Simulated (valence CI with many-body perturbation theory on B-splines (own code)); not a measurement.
**Energy levels of Lu³⁸⁺**

Computed by valence CI with perturbative core correlation (CI+MBPT): five valence electrons over a frozen Dirac-Fock core [Ar] 3d10, a basis of 11 s, 11 p, 10 d, 8 f, 5 g, 2 h functions for each j, with the one-electron correlation potential Σ1 (screened to all orders), the two-electron term Σ2, the three-electron term Σ3, Breit, model QED; selected single and double excitations, second order for the rest, scaled by the run's own slope (own B-spline code, finite nucleus).

The last digits are not significant, and no measured levels were compared; by estimate large intervals hold to a few tenths of a per cent, small ones and those within an open d or f shell to about a per cent. Among the levels kept, up to 2100 cm⁻¹ of a level comes from second order outside the variational space, and about a tenth of that is noise between levels of different J, which matters for small intervals.

Levels 136 to 174 of 174, with energies above the lowest level, (4s^2 4p1/2^2 4p3/2) J=3/2. "Leading %" is the weight of the configuration and term that name the level; weights of strongly mixed levels are sums over their largest components and can fall short, so below about 35 % the name and the second component can differ from the true leading terms, or belong to a minority configuration. In the jj column 3d3/2^4 stands for four electrons in 3d with j = 3/2. Lifetimes count E1, E2, E3, M1 and M2 decay at the calculated energies, and are blank where another channel may lead or the interval is too uncertain; long ones can be off by a factor of two.

```
No.  Configuration  Term     J  E (eV)  Leading %  Lifetime      g                     Leading jj
136     4s 4p2 4d2    4F   5/2  449.84         24   18.9 ps  1.082      4s 4p1/2^2 4d3/2^2 (82 %)
137     4s2 4p 4d2   4D°   1/2  454.01         58    513 fs  0.397      4s^2 4p3/2 4d3/2^2 (65 %)
138     4s2 4p 4d2   4D°   3/2  454.34         33    459 fs  1.007      4s^2 4p3/2 4d3/2^2 (68 %)
139     4s2 4p 4d2   4F°   5/2  455.16         31    463 fs  1.052      4s^2 4p3/2 4d3/2^2 (72 %)
140     4s2 4p 4d2   2F°   7/2  455.83         22    519 fs  1.109      4s^2 4p3/2 4d3/2^2 (69 %)
141      4s 4p3 4d   4P°   1/2  455.90         30    822 fs  2.008        4s 4p3/2^3 4d3/2 (42 %)
142     4s 4p2 4d2    4P   1/2  456.27         44   14.0 ps  2.579      4s 4p1/2^2 4d3/2^2 (84 %)
143     4s2 4p 4d2   2D°   3/2  457.12         22    870 fs  1.220  4s^2 4p3/2 4d3/2 4d5/2 (45 %)
144     4s2 4p 4d2   2F°   5/2  458.35         15   1.10 ps  1.187  4s^2 4p3/2 4d3/2 4d5/2 (47 %)
145     4s2 4p 4d2   2F°   7/2  458.35         32    906 fs  1.127  4s^2 4p3/2 4d3/2 4d5/2 (57 %)
146     4s2 4p 4d2   4G°   9/2  459.13         41    925 fs  1.213  4s^2 4p3/2 4d3/2 4d5/2 (78 %)
147     4s2 4p 4d2   4S°   3/2  460.83         21    514 fs  1.408      4s^2 4p3/2 4d3/2^2 (66 %)
148     4s2 4p 4d2   4D°   7/2  461.51         42    965 fs  1.279  4s^2 4p3/2 4d3/2 4d5/2 (76 %)
149     4s2 4p 4d2   4G°  11/2  462.06         76   1.49 ps  1.230  4s^2 4p3/2 4d3/2 4d5/2 (60 %)
150     4s2 4p 4d2   4D°   5/2  462.28         38   1.08 ps  1.367  4s^2 4p3/2 4d3/2 4d5/2 (83 %)
151     4s2 4p 4d2   2D°   5/2  463.15         22   9.63 ps  1.254      4s^2 4p3/2 4d5/2^2 (50 %)
152      4s 4p3 4d   4F°   9/2  464.89         26   6.91 ps  1.228        4s 4p3/2^3 4d5/2 (48 %)
153     4s 4p2 4d2    4F   7/2  465.55         23   6.86 ps  1.234  4s 4p1/2^2 4d3/2 4d5/2 (83 %)
154     4s2 4p2 4f   4F°   5/2  466.97         15   1.75 ps  1.011      4s^2 4p3/2^2 4f5/2 (56 %)
155     4s 4p2 4d2    6G   5/2  467.29         15   7.47 ps  1.201  4s 4p1/2^2 4d3/2 4d5/2 (74 %)
156     4s2 4p2 4f   2D°   3/2  467.43         20   1.87 ps  0.853      4s^2 4p3/2^2 4f5/2 (47 %)
157     4s2 4p2 4f   4F°   7/2  467.51         18   1.69 ps  1.122      4s^2 4p3/2^2 4f5/2 (39 %)
158     4s2 4p 4d2   2G°   9/2  468.78         31   1.47 ps  1.081      4s^2 4p3/2^2 4f5/2 (45 %)
159     4s2 4p 4d2   2F°   7/2  468.81         28   10.2 ps  1.205      4s^2 4p3/2 4d5/2^2 (57 %)
160     4s2 4p 4d2   2H°  11/2  469.19         56   4.16 ps  1.151      4s^2 4p3/2 4d5/2^2 (42 %)
161     4s 4p2 4d2    6D   3/2  469.68         23   5.50 ps  1.362  4s 4p1/2^2 4d3/2 4d5/2 (78 %)
162     4s2 4p2 4f   4D°   1/2  470.02         22   1.42 ps  0.402      4s^2 4p3/2^2 4f5/2 (40 %)
163     4s 4p2 4d2    4F   9/2  470.35         14   9.19 ps  1.208  4s 4p1/2^2 4d3/2 4d5/2 (72 %)
164     4s 4p2 4d2    4H   7/2  471.34         13   9.92 ps  1.021  4s 4p1/2^2 4d3/2 4d5/2 (48 %)
165     4s 4p2 4d2    4P   3/2  472.48         17   5.46 ps  1.403  4s 4p1/2^2 4d3/2 4d5/2 (59 %)
166     4s2 4p 4d2   2F°   5/2  474.26         28    675 fs  1.072  4s^2 4p3/2 4d3/2 4d5/2 (66 %)
167     4s 4p2 4d2    4P   5/2  474.69         10   4.34 ps  1.254  4s 4p1/2^2 4d3/2 4d5/2 (71 %)
168         4p4 4d    4P   1/2  475.00         14   5.87 ps  1.300  4s 4p1/2^2 4d3/2 4d5/2 (49 %)
169     4s2 4p2 4f   2P°   3/2  475.46         11   1.03 ps  1.196  4s^2 4p3/2 4d3/2 4d5/2 (32 %)
170     4s2 4p 4d2   2G°   7/2  475.52         34    682 fs  1.153  4s^2 4p3/2 4d3/2 4d5/2 (67 %)
171     4s2 4p 4d2   2F°   5/2  475.85         25   1.51 ps  0.971  4s^2 4p3/2 4d3/2 4d5/2 (36 %)
172     4s2 4p 4d2   2S°   1/2  475.90         24    641 fs  2.008  4s^2 4p3/2 4d3/2 4d5/2 (44 %)
173     4s2 4p 4d2   2P°   3/2  478.76         22   1.09 ps  1.171  4s^2 4p3/2 4d3/2 4d5/2 (45 %)
174     4s 4p2 4d2    4H   7/2  481.18         14   4.98 ps  0.996  4s 4p1/2^2 4p3/2 4f5/2 (36 %)
```

Where two levels of one J and parity lie close, their mixing, g and order are uncertain.
